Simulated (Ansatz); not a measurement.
Basis-set extrapolation for ClF2H3Si2, SMILES `F[SiH](F)[SiH2]Cl` (PBE0-D4/def2-TZVP geometry, frozen core, the Gaussian-basis code of Ansatz). Multiplicity 1, RHF reference.

```csv
,def2-TZVPP,def2-QZVPP
HF,-1238.303262,-1238.344360
MP2 correlation,-0.921290,-1.009515
CCSD(T) correlation,-0.996305,not run
```

Energies in hartree. Use E(X) = E(∞) + A·exp(−7.88·√X) for Hartree–Fock and E(X) = E(∞) + B·X^(−2.97) for correlation, with X = 3 and 4, and add CCSD(T) minus MP2 of the smaller set to the MP2 limit.

Q: What is the CCSD(T) energy at the basis-set limit?

A: HF limit: -1238.344360 + (-0.041098) × 0.13774 = -1238.35002. MP2 limit: -1.009515 + (-0.088225) × 0.74074 = -1.07487. Higher-order term: -0.996305 − (-0.921290) = -0.07501. Total: -1239.49990 hartree, 526.0 kJ/mol below CCSD(T)/def2-TZVPP.
